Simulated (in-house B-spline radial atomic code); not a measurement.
RPA and G0W0 for the lead ion Pb³⁺, [Xe] 4f14 5d10 6s1, highest spin, as one setting changes: the highest l of the empty states. Start: Hartree-Fock. A dash marks a level of low quasi-particle weight. Computed with a B-spline radial code for spherical atoms: all electrons, scalar-relativistic (spin-free one-electron X2C), finite nucleus, each spin shell either full or empty, empty states to the listed l with an (l + 1/2)⁻⁴ tail; G0W0 by contour deformation at full frequency.

Without the two-electron picture change, the correlation of inner shells comes somewhat too large for so heavy an element.

RPA overbinds a lone outer s electron by self-correlation, and G0W0 tends to as well.

| highest l of the empty states | RPA summed (Eh) | RPA extrapolated (Eh) | G0W0 level (eV) |
| --- | --- | --- | --- |
| 5 | -5.7671 | -6.7903 | 6s up -42.66 |
| 6 | ? | ? | ? |
| 7 | ? | ? | ? |
| 8 | -6.4731 | -6.7555 | 6s up -42.63 |
| 9 | -6.5439 | -6.7353 | 6s up -42.63 |
| 10 | -6.5879 | -6.7213 | 6s up -42.63 |
| 11 | -6.6163 | -6.7115 | 6s up -42.63 |

(1) What belongs in the row for 6?

(2) What belongs in the row for 7?

## Answers

(1) RPA summed (Eh): -6.1463; RPA extrapolated (Eh): -6.7977; G0W0 level (eV): 6s up -42.64.

(2) RPA summed (Eh): -6.3541; RPA extrapolated (Eh): -6.7788; G0W0 level (eV): 6s up -42.64.
